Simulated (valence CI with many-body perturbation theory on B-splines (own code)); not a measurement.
# Missing levels of Rb6+

Method: valence CI with perturbative core correlation (CI+MBPT): three valence electrons over a frozen Dirac-Fock core [Ar] 3d10, a basis of 11 s, 11 p, 9 d, 7 f, 5 g, 2 h, 1 i functions for each j, with the one-electron correlation potential Σ1, the two-electron term Σ2, the three-electron term Σ3, Breit, model QED; selected CI, second order for the rest, scaled by the run's own slope (own B-spline code, finite nucleus).

Set against measurement, 19 paired levels are off by 89 cm⁻¹ on average, the worst by 214. These come from a selection out of Sansonetti, J. Phys. Chem. Ref. Data 35, 301 (2006). Levels without a partner in it may be off by more.

| Level | E (cm⁻¹) |
| --- | --- |
| 4s2.4p 2P°_1/2 | 0 |
| 4s2.4p 2P°_3/2 | 10465 |
| 4s.4p2 4P_1/2 | ? |
| 4s.4p2 4P_3/2 | ? |
| 4s.4p2 4P_5/2 | 131980 |
| 4s.4p2 2D_3/2 | 160590 |
| 4s.4p2 2D_5/2 | 162090 |
| 4s.4p2 2S_1/2 | 190690 |
| 4s.4p2 2P_1/2 | 202930 |
| 4s.4p2 2P_3/2 | 207050 |
| 4s2.4d 2D_3/2 | 255890 |
| 4s2.4d 2D_5/2 | ? |
| 4p3 2D°_3/2 | 311420 |
| 4p3 4S°_3/2 | ? |
| 4p3 2D°_5/2 | ? |
| 4p3 2P°_1/2 | ? |
| 4s2.5s 2S_1/2 | 342960 |
| 4p3 2P°_3/2 | 345070 |
| 4s.4p.4d 4F°_3/2 | 356990 |
| 4s.4p.4d 4F°_5/2 | 359210 |

Names give the largest LS component (configuration and term), which can be under half, so a name can repeat, a term be missing and a line seem to break the LS rules; names also repeat where a configuration has a term twice.

Question: The levels stand in rising order. What does the calculation give for the missing energies?

Answer: 4s.4p2 4P_1/2 122160; 4s.4p2 4P_3/2 126590; 4s2.4d 2D_5/2 257170; 4p3 4S°_3/2 314720; 4p3 2D°_5/2 314800; 4p3 2P°_1/2 342350.
